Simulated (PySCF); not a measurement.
**How the method moves the HOMO and LUMO of 1,1-difluoro-2-vinylcyclopropane**

Species: 1,1-difluoro-2-vinylcyclopropane, C5H6F2.
Z-matrix (Å and degrees, PBE0-D3(BJ)/def2-SVP geometry), rows numbered from 1:
```
C 
C   1  1.3343
C   2  1.4736  1  124.39
C   3  1.5469  2  120.19  1  -141.84
C   4  1.4683  3   58.97  2  -109.39
F   5  1.3367  3  119.08  4   110.79
F   5  1.3388  3  119.04  4  -110.11
H   1  1.0924  2  121.28  3  -179.69
H   1  1.0945  2  121.53  3     0.15
H   2  1.0961  1  119.64  3   179.54
H   3  1.0947  2  116.02  1     3.90
H   4  1.0921  3  117.25  5  -107.97
H   4  1.0928  3  116.91  5   107.30
```

Basis pcSseg-1 throughout (PySCF), one geometry. Geometry: PBE0-D3(BJ)/def2-SVP, one conformer, isolated molecule.

How do the orbital energies, the gap and the dipole change with the method?

| method | kind | HOMO (eV) | LUMO (eV) | gap (eV) | μ (D) | SCF cycles |
| --- | --- | --- | --- | --- | --- | --- |
| BLYP | GGA | -6.02 | -0.88 | 5.14 | 1.74 | 14 |
| PBE | GGA | -6.17 | -1.02 | 5.15 | 1.73 | 14 |
| BP86 | GGA | -6.28 | -1.12 | 5.16 | 1.76 | 14 |
| LDA | LDA | -6.38 | -1.27 | 5.11 | 1.84 | 14 |
| B97-2 | global hybrid | -7.11 | -0.07 | 7.03 | 1.94 | 14 |
| B3LYP | global hybrid | -7.14 | -0.25 | 6.89 | 1.92 | 14 |
| PBE0 | global hybrid | -7.36 | -0.02 | 7.34 | 1.94 | 14 |
| HF | Hartree–Fock | -9.81 | 3.87 | 13.68 | 2.30 | 10 |

The HOMO spans 3.78 eV, from BLYP down to HF, and the gap runs from 5.11 eV (LDA) to 13.68 eV (HF). Over the methods BLYP (0 %), PBE (0 %), BP86 (0 %), LDA (0 %), B97-2 (21 %), B3LYP (20 %), PBE0 (25 %), HF (100 %), a straight line through the gap against the share of exact exchange rises by 0.85 eV for each 10 % (correlation coefficient 1.000). The dipole ranges from 1.73 D (PBE) to 2.30 D (HF). This basis has no diffuse functions.
